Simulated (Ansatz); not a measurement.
CH5Ga, SMILES `[CH3][GaH2]`. The species carries charge 0 and has multiplicity 1.

```xyz
7

C    -0.290    0.251    0.820
Ga    0.334   -0.325   -0.954
H    -0.507    1.325    0.786
H    -1.201   -0.263    1.128
H     0.481    0.105    1.579
H     1.819   -0.046   -1.397
H    -0.636   -1.047   -1.961
```

List the harmonic frequencies (cm⁻¹, unscaled) at PBE0-D4/def2-TZVP in Ansatz. (Best estimate.)

Computed: 6i, 411, 502, 575, 733, 767, 781, 1224, 1443, 1449, 1949, 1954, 3044, 3121, 3154.
